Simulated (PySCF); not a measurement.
**Oscillator strengths, rates and cross-sections**

C4H8N2P (charge +1).
SMILES: `N[PH2+]N1C=CC=C1`

Level of theory: PySCF, TDDFT CAM-B3LYP/def2-SVPD, vertical, gas phase, core orbitals frozen in the response. One conformer (not necessarily the lowest) at the GFN2-xTB geometry, without solvent, vibrations or thermal averaging. Torsions of this conformer, `[NH2:1][PH2+:2][n:3]1[cH:4][cH:5][cH:6][cH:7]1`: N1–P2–N3–C4 -43°, H–N1–P2–N3 164°, H–N1–P2–N3 -52°.

Relations used (vacuum, state to state): A = 0.6670 f ν̃² s⁻¹ (ν̃ in cm⁻¹); τ = 1/A; f = (2/3) ΔE |μ|² in atomic units; ∫σ dE = 109.76 f Mb·eV.

The rates are for emission to S0 at the absorption energy, with no other channel.

Energies and rates of the computed singlets with f of 0.002 or more:

```csv
state,λ (nm),A (s⁻¹)
S1,238.3,1.28×10⁷
S2,219.4,1.13×10⁷
S3,203.9,1.00×10⁸
S4,194.2,2.88×10⁸
S5,185.3,4.71×10⁷
S6,183.9,5.93×10⁶
S7,177.4,4.62×10⁶
S8,170.5,2.38×10⁸
```

**Question.** Go back from the rates to the oscillator strengths and transition dipoles.

**Answer.** f = A / (0.6670 ν̃²), and |μ| follows from f:

```
state       f  |μ| (D)       τ  main configurations (H = HOMO, L = LUMO)
   S1   0.011     0.74   78 ns                                 H→L (96%)
   S2  0.0082     0.62   88 ns                               H→L+1 (96%)
   S3   0.062     1.65   10 ns                  H→L+2 (72%), H-1→L (19%)
   S4   0.163     2.59  3.5 ns                  H-1→L (65%), H→L+2 (22%)
   S5   0.024     0.98   21 ns                             H-1→L+1 (84%)
   S6  0.0030     0.34  170 ns                               H→L+3 (90%)
   S7  0.0022     0.29  220 ns                H-1→L+2 (51%), H→L+4 (23%)
   S8   0.104     1.94  4.2 ns   H→L+4 (36%), H-1→L+2 (24%), H→L+5 (18%)
```

**Question.** How much energy does a mole of photons resonant with S4 carry?

**Answer.** 6.385 eV × 96.485 = 616 kJ/mol (147 kcal/mol).

**Question.** What is the integrated cross-section of all computed states together?

**Answer.** Σf = 0.377 over S1 to S8, so 109.76 × Σf ≈ 41.4 Mb·eV.

**Question.** Suppose S1 emitted 0.3 eV lower with the same transition dipole. How would A change?

**Answer.** At fixed |μ|, A goes as the cube of the energy: (4.90/5.20)³ = 0.84, which makes τ about 93 ns.
